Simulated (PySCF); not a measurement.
# Radial density of Br²⁺ (bromine, charge +2)

UHF, [Ar] 3d10 4s2 4p3, high-spin 4S determinant. Computed with PySCF 2.14 in x2c-SVPall (5s4p3d, 32 functions), with the spin-free X2C one-electron Hamiltonian (Gaussian nucleus).

```
r (bohr)  4πr²ρ (e/bohr)  4πr²(ρα − ρβ)
0.000612          0.2204         0.0000
 0.00103          0.5966         0.0000
 0.00173           1.519         0.0000
 0.00291           3.559         0.0001
 0.00490           8.063         0.0002
 0.00824           16.76         0.0005
  0.0139           30.01         0.0022
  0.0233           41.86         0.0105
  0.0392           41.13         0.0420
  0.0659           35.62         0.1192
   0.111           48.98         0.1465
   0.187           42.22        -0.0172
   0.314           28.58         0.2068
   0.528           33.05         0.2045
   0.888           10.19         0.3489
    1.49           4.136         2.0635
    2.51           1.121         0.7624
    4.22         0.06056         0.0554
    7.11       1.489e-05         0.0000
```

Densities and radii are taken from the X2C orbitals without a picture-change correction, which distorts them close to the nucleus.

(1) Where is the radial spin density 4πr²(ρα − ρβ) most negative, and why is it negative at all?

## Answers

(1) Around r = 0.187 bohr, down to -0.0172 e/bohr: exchange with the open shell polarises the paired shells in an unrestricted calculation.
